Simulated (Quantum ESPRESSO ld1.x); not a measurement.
Task: These are the eigenvalues of the occupied orbitals of an atom or ion with whole-number occupations (eV). Method: scalar-relativistic Kohn-Sham, LDA (Slater exchange, VWN5 correlation), spin-polarised, spherical densities, point nucleus; computed with ld1.x of Quantum ESPRESSO 7.5.

1s up: -50061.1
1s down: -50061.1
2s up: -8269.76
2s down: -8269.62
2p up: -7362.69
2p down: -7362.59
3s up: -1836.69
3s down: -1833.95
3p up: -1555.69
3p down: -1552.98
3d up: -1183.68
3d down: -1181.55
4s up: -374.850
4s down: -368.805
4p up: -282.169
4p down: -276.185
4d up: -153.934
4d down: -148.061
5s up: -55.5413
5s down: -52.2103
5p up: -32.8099
5p down: -30.0950
4f up: -15.1353
6s up: -8.1563
5d up: -7.3590
5f up: -0.4541

Which element is it, and in what charge state? The configuration may be excited. Open shells, if any, are filled with parallel spins first.

Result: Z = 64, gadolinium, charge 0: Gd in [Xe] 4f7 5d1 6s1 5f1. The list shows which subshells hold electrons but not how many an open one holds; the 1s level, -1839.7 hartree, gives Z - s = 60.7 by -(Z - s)^2/2, which with screening and relativity narrows Z to a few neighbours, and the depths of the outer levels then fix element, charge and occupations together.
